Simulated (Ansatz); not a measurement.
A nudged elastic band was laid between two geometries of AlH₅O₂Si (9 atoms, charge 0, multiplicity 1).

Computed with Ansatz, RKS r2SCAN-D4/6-31G*.

| Property | Result |
| --- | --- |
| movable images | 7 |
| climbing image | yes |
| spring | 5.0 eV/Å² |
| optimiser | quadratic models (default) |
| start path | IDPP |
| force threshold | 0.05 eV/Å |
| iteration limit | 28 |
| end points | relaxed |

First end point:

```xyz
9
Properties=species:S:1:pos:R:3
O -1.056 2.185 -0.439
Al -0.264 1.228 0.747
Si 0.364 -1.116 0.279
O 0.299 -1.545 -1.348
H -1.305 1.804 -1.290
H 0.000 1.981 2.125
H 1.704 -1.442 0.876
H -0.603 -2.043 0.938
H 0.950 -1.099 -1.906
```

Last end point:

```xyz
9
Properties=species:S:1:pos:R:3
O -0.711 2.177 -0.421
Al -0.273 1.239 0.950
Si 0.358 -1.027 0.269
O 0.114 -0.854 -1.394
H -0.654 1.700 -1.262
H -0.339 1.942 2.373
H 1.771 -1.439 0.570
H -0.476 -2.144 0.828
H 0.299 -1.640 -1.929
```

Which bonds break or form, and what moves?

No bond is made or broken. The dihedral H7–Si3–O4–H9 goes from -60 to 58°.

Give the energies along the band, and the barrier.

The run converged. The highest image is number 3 of 0 to 8, 0.7 kJ/mol above the first end and 8.2 kJ/mol above the last; the last end lies 7.4 kJ/mol below the first. The top lies less than 8 meV above the higher end, about what the thresholds resolve: that end is a shoulder or a very shallow well. A vibrational analysis at the climbing image gives one clearly imaginary mode, 214i cm⁻¹: a first-order saddle point.

```
image  path coordinate (Å)  energy (kJ/mol)  dihedral H7–Si3–O4–H9 (°)
    0                 0.00              0.0                        -60
    1                 0.18              0.0                        -57
    2                 0.36              0.4                        -42
    3                 0.54              0.7                        -24
    4                 0.82             -1.1                          5
    5                 1.09             -4.9                         32
    6                 1.37             -6.9                         53
    7                 1.65             -7.3                         57
    8                 1.92             -7.4                         58
```

What is the geometry of the highest image?


```xyz
9
Properties=species:S:1:pos:R:3
O -0.978 2.226 -0.398
Al -0.292 1.231 0.824
Si 0.323 -1.087 0.253
O 0.139 -1.370 -1.398
H -1.135 1.844 -1.272
H -0.111 1.941 2.237
H 1.726 -1.418 0.680
H -0.544 -2.079 0.962
H 0.960 -1.334 -1.906
```

The band took 11 iterations and about 5 core-minutes.

Time of the run: 5.1 min on 1 thread of Intel(R) Xeon(R) Platinum 8488C (Sapphire Rapids) (shared host), peak memory 0.15 GiB.
